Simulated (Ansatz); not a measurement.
Consider the formal exchange of groups at the Si–C bond: `C=C=C[SiH](C)F` + `OCB[SiH3]` → `C[SiH](F)B[SiH3]` + `C=C=CCO`.

Calculated with Ansatz (gas phase, PBE0-D4/def2-TZVP geometries, no zero-point term in ΔE). CCSD(T)/CBS adds triple-zeta CCSD(T) − MP2 to the extrapolated MP2 energy (def2 sets, frozen cores). Functionals use def2-TZVPP. Each species was taken in one conformer, which may not be the lowest.

| level | ΔE (kcal/mol) |
| --- | --- |
| PBE-D4 | 14.7 |
| B2PLYP | 16.2 |

(1) What does CCSD(T)/CBS give? (An estimate is asked.)

Largest T1 diagnostic among the species: 0.012.

Results:

(1) The calculation gave: +15.7 kcal/mol. The listed levels differ from it by -1.0, 0.5 kcal/mol.
